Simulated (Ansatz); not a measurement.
Ansatz (a quantum-chemistry and plane-wave program) input (B3LYP-D3(BJ)/def2-TZVP):

Ansatz 0.2 input:
```yaml
crystal:
  periodic: [false, false, false]
  atoms:
    - {symbol: C, position_ang: [0.16671378, -1.85067917, -0.06703296]}
    - {symbol: C, position_ang: [-0.19441182, -0.40141801, -0.02700461]}
    - {symbol: O, position_ang: [0.71732452, 0.49043418, 0.49546829]}
    - {symbol: C, position_ang: [1.08771892, 0.28275393, 1.84904155]}
    - {symbol: O, position_ang: [-0.70817646, 0.03762481, -1.20525154]}
    - {symbol: C, position_ang: [-1.15649752, 1.39085567, -1.23724142]}
    - {symbol: H, position_ang: [0.39136574, -2.23305218, 0.92795491]}
    - {symbol: H, position_ang: [-0.66651761, -2.42091114, -0.47390139]}
    - {symbol: H, position_ang: [1.04545406, -2.02027375, -0.70614837]}
    - {symbol: H, position_ang: [1.71729349, -0.60417013, 1.96295767]}
    - {symbol: H, position_ang: [0.20236164, 0.17946620, 2.48291346]}
    - {symbol: H, position_ang: [1.65475132, 1.15994431, 2.15419457]}
    - {symbol: H, position_ang: [-1.85991279, 1.57983917, -0.42165700]}
    - {symbol: H, position_ang: [-1.65834439, 1.51923202, -2.19382361]}
    - {symbol: H, position_ang: [-0.32077610, 2.08637912, -1.16079976]}
basis:
  gaussian:
    orbitals: def2-TZVP
hamiltonian:
  xc: b3lyp
  dispersion: d3bj
magnetization: {spin_polarized: true, initial_magnetization: 1}
phonons: {temperatures: {t_min: 298.15, t_max: 298.15, t_step: 100}}
```

Output:

```
Functional definition: B3LYP
integrals: 0.17 GiB planned
1418 factors; their error is unknown
0.33 GiB of the device are held for the grids
1.32 GiB of device memory are held for the factors and their scratch space
mean field: 1.58 GiB planned
mean field evaluation 1: about -8379.5897 eV, gradient 5.1e1 eV
mean field evaluation 2: about -8375.3386 eV, gradient 5.9e1 eV
mean field evaluation 4: about -8390.4357 eV, gradient 3.3e0 eV
mean field evaluation 8: about -8390.4768 eV, gradient 8.1e-2 eV
mean field evaluation 16: about -8390.4578 eV, gradient 7.3e-4 eV
mean field -8390.45781111 eV, -308.3436373018 hartree, gradient 1.0e-5 eV, S^2 0.752789; 0 other end points of the search recorded, 0 dependent functions left out
the calculation of the forces begins
reference -8390.45812306 eV, -308.3436487658 hartree; 25, 24 occupied and 215, 216 virtual orbitals, 1418 factors
these checks for a lower state are left out or cut short: stability, starts, cluster_reference, orbital_swaps, neighbouring_geometries, increment
integrals: 0.17 GiB planned
1418 factors; their error is unknown
0.33 GiB of the device are held for the grids
1.32 GiB of device memory are held for the factors and their scratch space
mean field: 1.58 GiB planned
mean field -8390.45764788 eV, -308.3436313032 hartree, gradient 2.0e-6 eV, S^2 0.752784; 0 other end points of the search recorded, 0 dependent functions left out
the calculation of the forces begins
reference -8390.45795992 eV, -308.3436427704 hartree; 25, 24 occupied and 215, 216 virtual orbitals, 1418 factors
these checks for a lower state are left out or cut short: stability, starts, cluster_reference, orbital_swaps, neighbouring_geometries, increment
integrals: 0.17 GiB planned
1418 factors; their error is unknown
0.33 GiB of the device are held for the grids
1.32 GiB of device memory are held for the factors and their scratch space
mean field: 1.58 GiB planned
mean field evaluation 32: about -8390.4577 eV, gradient 3.7e-4 eV
mean field -8390.45764955 eV, -308.3436313645 hartree, gradient 2.1e-6 eV, S^2 0.752794; 0 other end points of the search recorded, 0 dependent functions left out
the calculation of the forces begins
reference -8390.45796141 eV, -308.3436428253 hartree; 25, 24 occupied and 215, 216 virtual orbitals, 1418 factors
these checks for a lower state are left out or cut short: stability, starts, cluster_reference, orbital_swaps, neighbouring_geometries, increment
integrals: 0.17 GiB planned
1418 factors; their error is unknown
0.33 GiB of the device are held for the grids
1.32 GiB of device memory are held for the factors and their scratch space
mean field: 1.58 GiB planned
mean field -8390.45760289 eV, -308.3436296497 hartree, gradient 2.1e-6 eV, S^2 0.752790; 0 other end points of the search recorded, 0 dependent functions left out
the calculation of the forces begins
reference -8390.45791485 eV, -308.3436411143 hartree; 25, 24 occupied and 215, 216 virtual orbitals, 1418 factors
these checks for a lower state are left out or cut short: stability, starts, cluster_reference, orbital_swaps, neighbouring_geometries, increment
integrals: 0.17 GiB planned
1418 factors; their error is unknown
0.33 GiB of the device are held for the grids
1.32 GiB of device memory are held for the factors and their scratch space
mean field: 1.58 GiB planned
mean field -8390.45772498 eV, -308.3436341365 hartree, gradient 2.0e-6 eV, S^2 0.752787; 0 other end points of the search recorded, 0 dependent functions left out
[...]
mean field -8390.45779005 eV, -308.3436365276 hartree, gradient 2.0e-6 eV, S^2 0.752789; 0 other end points of the search recorded, 0 dependent functions left out
the calculation of the forces begins
reference -8390.45810204 eV, -308.3436479933 hartree; 25, 24 occupied and 215, 216 virtual orbitals, 1418 factors
these checks for a lower state are left out or cut short: stability, starts, cluster_reference, orbital_swaps, neighbouring_geometries, increment
integrals: 0.17 GiB planned
1418 factors; their error is unknown
0.33 GiB of the device are held for the grids
1.32 GiB of device memory are held for the factors and their scratch space
mean field: 1.57 GiB planned
mean field -8390.45780543 eV, -308.3436370929 hartree, gradient 2.0e-6 eV, S^2 0.752789; 0 other end points of the search recorded, 0 dependent functions left out
the calculation of the forces begins
reference -8390.45811739 eV, -308.3436485574 hartree; 25, 24 occupied and 215, 216 virtual orbitals, 1418 factors
these checks for a lower state are left out or cut short: stability, starts, cluster_reference, orbital_swaps, neighbouring_geometries, increment
integrals: 0.17 GiB planned
1418 factors; their error is unknown
0.33 GiB of the device are held for the grids
1.32 GiB of device memory are held for the factors and their scratch space
mean field: 1.58 GiB planned
mean field -8390.45777844 eV, -308.3436361011 hartree, gradient 2.0e-6 eV, S^2 0.752788; 0 other end points of the search recorded, 0 dependent functions left out
the calculation of the forces begins
reference -8390.45809038 eV, -308.3436475646 hartree; 25, 24 occupied and 215, 216 virtual orbitals, 1418 factors
these checks for a lower state are left out or cut short: stability, starts, cluster_reference, orbital_swaps, neighbouring_geometries, increment
integrals: 0.17 GiB planned
1418 factors; their error is unknown
0.33 GiB of the device are held for the grids
1.32 GiB of device memory are held for the factors and their scratch space
mean field: 1.58 GiB planned
mean field -8390.45770973 eV, -308.3436335760 hartree, gradient 2.0e-6 eV, S^2 0.752788; 0 other end points of the search recorded, 0 dependent functions left out
the calculation of the forces begins
reference -8390.45802162 eV, -308.3436450377 hartree; 25, 24 occupied and 215, 216 virtual orbitals, 1418 factors
these checks for a lower state are left out or cut short: stability, starts, cluster_reference, orbital_swaps, neighbouring_geometries, increment
integrals: 0.17 GiB planned
1418 factors; their error is unknown
0.33 GiB of the device are held for the grids
1.32 GiB of device memory are held for the factors and their scratch space
mean field: 1.58 GiB planned
mean field evaluation 608: about -8390.4577 eV, gradient 1.8e-6 eV
mean field -8390.45774355 eV, -308.3436348190 hartree, gradient 2.0e-6 eV, S^2 0.752789; 0 other end points of the search recorded, 0 dependent functions left out
the calculation of the forces begins
reference -8390.45805557 eV, -308.3436462854 hartree; 25, 24 occupied and 215, 216 virtual orbitals, 1418 factors
these checks for a lower state are left out or cut short: stability, starts, cluster_reference, orbital_swaps, neighbouring_geometries, increment
integrals: 0.17 GiB planned
1418 factors; their error is unknown
0.33 GiB of the device are held for the grids
1.32 GiB of device memory are held for the factors and their scratch space
mean field: 1.58 GiB planned
mean field -8390.45773600 eV, -308.3436345413 hartree, gradient 2.0e-6 eV, S^2 0.752789; 0 other end points of the search recorded, 0 dependent functions left out
the calculation of the forces begins
reference -8390.45804798 eV, -308.3436460065 hartree; 25, 24 occupied and 215, 216 virtual orbitals, 1418 factors
these checks for a lower state are left out or cut short: stability, starts, cluster_reference, orbital_swaps, neighbouring_geometries, increment
integrals: 0.17 GiB planned
1418 factors; their error is unknown
0.33 GiB of the device are held for the grids
1.32 GiB of device memory are held for the factors and their scratch space
mean field: 1.58 GiB planned
mean field -8390.45774829 eV, -308.3436349932 hartree, gradient 2.0e-6 eV, S^2 0.752788; 0 other end points of the search recorded, 0 dependent functions left out
the calculation of the forces begins
reference -8390.45806021 eV, -308.3436464561 hartree; 25, 24 occupied and 215, 216 virtual orbitals, 1418 factors
these checks for a lower state are left out or cut short: stability, starts, cluster_reference, orbital_swaps, neighbouring_geometries, increment
integrals: 0.17 GiB planned
1418 factors; their error is unknown
0.33 GiB of the device are held for the grids
1.32 GiB of device memory are held for the factors and their scratch space
mean field: 1.58 GiB planned
mean field -8390.45778607 eV, -308.3436363817 hartree, gradient 2.0e-6 eV, S^2 0.752789; 0 other end points of the search recorded, 0 dependent functions left out
the calculation of the forces begins
reference -8390.45809807 eV, -308.3436478473 hartree; 25, 24 occupied and 215, 216 virtual orbitals, 1418 factors
these checks for a lower state are left out or cut short: stability, starts, cluster_reference, orbital_swaps, neighbouring_geometries, increment
integrals: 0.17 GiB planned
1418 factors; their error is unknown
0.33 GiB of the device are held for the grids
1.32 GiB of device memory are held for the factors and their scratch space
mean field: 1.58 GiB planned
mean field -8390.45773398 eV, -308.3436344673 hartree, gradient 2.0e-6 eV, S^2 0.752789; 0 other end points of the search recorded, 0 dependent functions left out
the calculation of the forces begins
reference -8390.45804589 eV, -308.3436459297 hartree; 25, 24 occupied and 215, 216 virtual orbitals, 1418 factors
these checks for a lower state are left out or cut short: stability, starts, cluster_reference, orbital_swaps, neighbouring_geometries, increment
integrals: 0.17 GiB planned
1418 factors; their error is unknown
0.33 GiB of the device are held for the grids
1.32 GiB of device memory are held for the factors and their scratch space
mean field: 1.58 GiB planned
mean field evaluation 640: about -8390.4573 eV, gradient 4.1e-1 eV
mean field -8390.45777808 eV, -308.3436360878 hartree, gradient 2.0e-6 eV, S^2 0.752789; 0 other end points of the search recorded, 0 dependent functions left out
the calculation of the forces begins
reference -8390.45809001 eV, -308.3436475512 hartree; 25, 24 occupied and 215, 216 virtual orbitals, 1418 factors
these checks for a lower state are left out or cut short: stability, starts, cluster_reference, orbital_swaps, neighbouring_geometries, increment
integrals: 0.17 GiB planned
1418 factors; their error is unknown
0.33 GiB of the device are held for the grids
1.32 GiB of device memory are held for the factors and their scratch space
mean field: 1.58 GiB planned
mean field -8390.45781423 eV, -308.3436374162 hartree, gradient 2.0e-6 eV, S^2 0.752789; 0 other end points of the search recorded, 0 dependent functions left out
the calculation of the forces begins
reference -8390.45812619 eV, -308.3436488808 hartree; 25, 24 occupied and 215, 216 virtual orbitals, 1418 factors
Total energy: -8390.90620287 eV, -308.3601153950 hartree
Atom 0 at     0.166714    -1.850679    -0.067033 Å, force     0.000065     0.000442    -0.000408 eV/Å
Atom 1 at    -0.194412    -0.401418    -0.027005 Å, force    -0.000375     0.000206     0.000056 eV/Å
Atom 2 at     0.717325     0.490434     0.495468 Å, force    -0.000311    -0.000122    -0.000966 eV/Å
Atom 3 at     1.087719     0.282754     1.849042 Å, force     0.000196    -0.000257     0.000981 eV/Å
Atom 4 at    -0.708176     0.037625    -1.205252 Å, force     0.000021    -0.000103     0.000783 eV/Å
Atom 5 at    -1.156498     1.390856    -1.237241 Å, force     0.000132    -0.000175    -0.000138 eV/Å
Atom 6 at     0.391366    -2.233052     0.927955 Å, force    -0.000017     0.000194     0.000076 eV/Å
Atom 7 at    -0.666518    -2.420911    -0.473901 Å, force    -0.000080    -0.000137    -0.000035 eV/Å
Atom 8 at     1.045454    -2.020274    -0.706148 Å, force     0.000117    -0.000051     0.000015 eV/Å
Atom 9 at     1.717293    -0.604170     1.962958 Å, force     0.000121    -0.000059    -0.000004 eV/Å
Atom 10 at     0.202362     0.179466     2.482913 Å, force    -0.000004     0.000055    -0.000555 eV/Å
Atom 11 at     1.654751     1.159944     2.154195 Å, force    -0.000022     0.000085     0.000097 eV/Å
Atom 12 at    -1.859913     1.579839    -0.421657 Å, force    -0.000078    -0.000043     0.000038 eV/Å
Atom 13 at    -1.658344     1.519232    -2.193824 Å, force     0.000050    -0.000115     0.000049 eV/Å
Atom 14 at    -0.320776     2.086379    -1.160800 Å, force     0.000186     0.000081     0.000010 eV/Å
Dipole moment:     0.042807     0.050038     0.259819 e Å
Vibrations: 79.19 102.61 154.92 169.78 198.20 264.68 298.50 418.60 507.23 563.34 798.29 933.46 1068.75 1074.96 1092.06 1169.16 1174.10 1189.86 1205.06 1254.07 1307.88 1407.25 1470.69 1472.29 1477.49 1484.50 1487.89 1497.54 1507.34 1509.81 2965.34 3009.49 3022.69 3063.40 3089.29 3093.95 3123.85 3130.59 3133.04 cm⁻¹, zero-point energy 3.469768 eV
```

It need not be the lowest isomer of its formula.
